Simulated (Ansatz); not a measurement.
Ansatz results at the PBE0-D4/def2-TZVP geometry: ideal-gas entropy at 298 K and 1 bar (rigid rotor, harmonic PBE0-D4/def2-TZVP) 258 J/(mol·K); zero-point energy (PBE0-D4/def2-TZVP) 75.7 kJ/mol; size of the dipole moment (B3LYP/def2-TZVPP) 1.34 D.

Which molecule gave them?
A. `[F][Sb][Cl]`•
B. `C[O][Ga][F]`•
C. `O[SiH2]`•
D. `C[CH]C`•

C. The others give `C[O][Ga][F]`•: 337, 113.0, 1.06; `[F][Sb][Cl]`•: 304, 7.0, 2.92; `C[CH]C`•: 294, 231.1, 0.20.

B3LYP here is the variant with VWN-RPA as its local correlation; programs differ in this.
